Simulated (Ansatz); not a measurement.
`CN(C)BN` + HCl → `NBCl` + `CNC`  (ligand exchange at a B–N bond)

Calculated with Ansatz (gas phase, PBE0-D4/def2-TZVP geometries, no zero-point term in ΔE). CCSD(T)/CBS adds triple-zeta CCSD(T) − MP2 to the extrapolated MP2 energy (def2 sets, frozen cores). This one scheme is used for every species. DFT in def2-TZVPP. B3LYP here is the variant with VWN-RPA as its local correlation; programs differ in this. HSE06 is defined as in plane-wave codes. Each species was taken in one conformer, which may not be the lowest.

`CN(C)BN`:

Cartesian coordinates in Å:
```
C 0.528 -0.217 1.289
N -0.284 0.014 0.126
C -1.685 0.142 0.428
B 0.209 0.118 -1.192
N 1.571 0.008 -1.545
H 1.580 -0.321 1.025
H 0.445 0.611 2.007
H 0.224 -1.134 1.811
H -2.248 0.314 -0.489
H -2.076 -0.766 0.908
H -1.874 0.981 1.112
H -0.583 0.313 -2.073
H 2.329 -0.150 -0.906
H 1.864 0.089 -2.500
```

HCl:

```xyz
2

Cl    0.101   -0.630    0.048
H    -0.101    0.630   -0.048
```

`NBCl`:

```xyz
6

N    -0.092   -0.238   -0.721
B     0.198    0.101    0.588
Cl   -0.839    1.247    1.446
H     0.473   -0.885   -1.244
H    -0.877    0.137   -1.226
H     1.136   -0.362    1.157
```

`CNC`:

```xyz
10

C     0.436   -1.010   -0.501
N    -0.664   -0.115   -0.224
C    -0.303    0.951    0.681
H     0.130   -1.762   -1.232
H     0.716   -1.536    0.416
H     1.341   -0.505   -0.880
H    -1.015    0.274   -1.089
H    -0.062    0.530    1.662
H    -1.148    1.630    0.813
H     0.570    1.542    0.354
```

| level | ΔE (kJ/mol) | difference from CCSD(T)/CBS |
| --- | --- | --- |
| LDA (SPW92) | 20.7 | 10.9 |
| PBE-D4 | 7.3 | -2.5 |
| revPBE-D4 | 7.1 | -2.7 |
| r2SCAN-D4 | 6.0 | -3.8 |
| B97M-V | 4.2 | -5.6 |
| PBE0-D4 | 7.2 | -2.6 |
| r2SCANh-D4 | 6.1 | -3.7 |
| r2SCAN0-D4 | 6.4 | -3.4 |
| HSE06-D4 | 6.8 | -3.0 |
| BHLYP-D4 | 8.7 | -1.1 |
| CAM-B3LYP-D4 | 12.1 | 2.3 |
| ωB97X-V | 6.2 | -3.6 |
| ωB97M-V | 7.8 | -2.0 |
| PBE-QIDH | 6.3 | -3.5 |
| PBE | 2.9 | -6.9 |
| revPBE | -4.0 | -13.8 |
| BLYP | 1.3 | -8.5 |
| r2SCAN | 4.4 | -5.4 |
| PBE0 | 3.2 | -6.6 |
| B3LYP | 3.2 | -6.6 |
| r2SCANh | 4.5 | -5.3 |
| HSE06 | 3.2 | -6.6 |
| BHLYP | 4.0 | -5.8 |
| CAM-B3LYP | 8.1 | -1.7 |
| LC-ωPBE | 6.2 | -3.6 |
| RPA@PBE/def2-TZVPP | 9.8 | 0.0 |
| HF/def2-SVP | -4.6 | -14.4 |
| MP2/def2-SVP | 7.3 | -2.5 |
| CCSD/def2-SVP | 6.4 | -3.4 |
| CCSD(T)/def2-SVP | 7.7 | -2.1 |
| HF/def2-TZVPP | -3.8 | -13.6 |
| MP2/def2-TZVPP | 9.6 | -0.2 |
| SCS-MP2/def2-TZVPP | 7.5 | -2.3 |
| CCSD(T)/def2-TZVPP | 10.3 | 0.5 |
| HF/def2-QZVPP | -3.0 | -12.8 |
| MP2/def2-QZVPP | 9.6 | -0.2 |
| SCS-MP2/def2-QZVPP | 7.3 | -2.5 |
| HF/CBS(def2) | -2.9 | -12.7 |
| MP2/CBS(def2) | 9.1 | -0.7 |
| CCSD/CBS(def2) | 8.7 | -1.1 |
| CCSD(T)/CBS | 9.8 | 0 |

Largest T1 diagnostic among the species: 0.011.

Leaving LDA and LC-ωPBE aside and taking each functional with its dispersion term where it has one, the values spread over 7.8 kJ/mol, from B97M-V to CAM-B3LYP-D4. LDA lies +17.8 kJ/mol from PBE without D4. In def2-TZVPP, CCSD(T) changes the Hartree–Fock value by +14.1 kJ/mol (the triples alone add +1.1 kJ/mol) and MP2 by +13.4 kJ/mol. The D4 term adds +6.6 kJ/mol with B3LYP and +3.9 kJ/mol with PBE0; it sums over pairs of atoms, weighted by their polarisabilities, and B3LYP, whose exchange is more repulsive, gets the larger term.
